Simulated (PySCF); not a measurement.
Static response to an electric field

C3H10AlFS.
Cartesian coordinates in Å at the PBE0-D3(BJ)/def2-SVP level; atoms count from 1:
```
atom  x, y, z in Å
C1     2.7177    0.0956   -0.2672
Al2    1.0141    1.0465   -0.5632
S3    -0.4893   -0.3602    0.8764
C4    -1.1159   -1.6198   -0.2551
C5    -1.9511    0.6974    1.0271
F6    -2.3944    1.1232   -0.1767
H7     3.0380    0.1208    0.7876
H8     2.6753   -0.9618   -0.5805
H9     3.5254    0.5611   -0.8588
H10    0.2731    0.8359   -1.9712
H11    0.7170    2.3964    0.2587
H12   -0.2500   -2.2186   -0.5671
H13   -1.8441   -2.2634    0.2573
H14   -1.5569   -1.1321   -1.1339
H15   -2.7480    0.1261    1.5306
H16   -1.6314    1.5498    1.6468
```

Level: CAM-B3LYP/def2-SVPD (PySCF), static field, nuclei fixed, core orbitals frozen in the response. The polarisability tensor in these axes (au):

```
x   100.30   1.20  -5.03
y     1.20  91.77   1.79
z    -5.03   1.79  83.75
```

Give the principal values, the mean and the anisotropy Δα = √{½[(α1 − α2)² + (α2 − α3)² + (α1 − α3)²]}.

Principal values 81.92, 92.15 and 101.76 au; mean 91.94 au = 13.62 Å³ = 15.16 × 10⁻⁴⁰ C²·m²/J; Δα = 17.18 au (19 % of the mean).

What is the dipole moment, and where does it point?

(-2.82, -2.95, 2.23) D, 4.66 D in size, pointing from the negative to the positive side. Measured along this direction, the outermost atoms are H9 at the negative end and H13 at the positive end.

Find the Langevin capture rate constant for H3+ (3.023 u) meeting this molecule (124.030 u), k = 2.342 × 10⁻⁹ cm³/s × √(α in Å³ / reduced mass in u).

The reduced mass is 2.95 u, so k = 5.03 × 10⁻⁹ cm³/s. The formula leaves out the permanent dipole, which adds to the capture rate.

Molar refractivity from α?

Lorentz–Lorenz: R = (4π/3)N_A α = 2.5225 cm³/(mol·Å³) × 13.62 Å³ = 34.4 cm³/mol, in the limit of long wavelengths.

Sum over states: ᾱ = Σ f/ω², ω in Eh. What share falls to these 6 lowest TDDFT singlets (eV, f)? 6.44, 0.0134; 6.61, 0.0398; 6.72, 0.0040; 6.82, 0.0204; 7.06, 0.0458; 7.11, 0.0137.

They add up to 2.19 au, 2.4 % of the 91.94 au; the largest single term is 0.68 au, from the state at 7.06 eV. Terms in order: 0.24, 0.68, 0.07, 0.33, 0.68, 0.20 au. Higher excitations give the rest. The strengths listed sum to 0.137.

Refractivity n − 1 of an ideal gas of it at 500 K and 1 atm, from the electronic α?

N = p/kT = 1.4678 × 10¹⁹ cm⁻³, so n − 1 = 2π × N × 13.62 × 10⁻²⁴ cm³ = 1256 × 10⁻⁶ at long wavelengths, for an ideal gas.

The structure is a single PBE0-D3(BJ)/def2-SVP conformer in the gas phase; no vibrational or solvent corrections.
